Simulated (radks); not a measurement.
Removal energies from the lead ion Pb5+, [Xe] 4f14 5d9, by Delta-SCF beside the eigenvalue of the level emptied. Calculated with a radial shooting solver on a logarithmic mesh with Libxc functionals: scalar-relativistic Kohn-Sham, LDA (Slater exchange, Perdew-Wang correlation), spin-polarised, spherical densities, finite nucleus; Fermi nuclear charge, rms radius of each element as measured or else 0.836 A^(1/3) + 0.57 fm. Open shells are filled with parallel spins first.

5d: final configuration [Xe] 4f14 5d8; Delta-SCF (eV) 86.278; -eigenvalue (eV) 77.983
5p: final configuration [Kr] 4d10 4f14 5s2 5p5 5d9; Delta-SCF (eV) 154.19; -eigenvalue (eV) 144.58
4f: final configuration [Xe] 4f13 5d9; Delta-SCF (eV) 209.80; -eigenvalue (eV) 193.40
5s: final configuration [Kr] 4d10 4f14 5s1 5p6 5d9; Delta-SCF (eV) 213.87; -eigenvalue (eV) 203.44
